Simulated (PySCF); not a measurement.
Si(Cl)(Br)(vinyl)(NH2) (C₂H₅BrClNSi), SMILES C=C[Si](N)(Cl)Br.

The structure is a stationary point at B3LYP-D3(BJ)/def2-SVP. The values are those of a single conformer.

Two levels are set side by side: TDDFT-PBE/def2-SVPD (PySCF) and TDDFT-PBE0/def2-SVPD (PySCF). Vertical, same geometry. The lowest singlet is HOMO→LUMO 99 % with PBE and HOMO→LUMO 82 %, HOMO−1→LUMO 16 % with the other functional; states are paired by order. Differences are taken from unrounded values.

| quantity | TDDFT-PBE0 | TDDFT-PBE | TDDFT-PBE minus TDDFT-PBE0 |
|---|---|---|---|
| lowest singlet excitation (eV) | 5.87 | 4.67 | -1.20 |
| lowest triplet excitation (TDA) (eV) | 4.08 | 4.18 | 0.10 |

A lower first singlet is the usual sign of a functional without exact exchange. Differences between two approximate levels are no errors against the true value.

Rough cost on one machine, each run with all the roots and properties that it gave: TDDFT-PBE0 against TDDFT-PBE about 5 times.
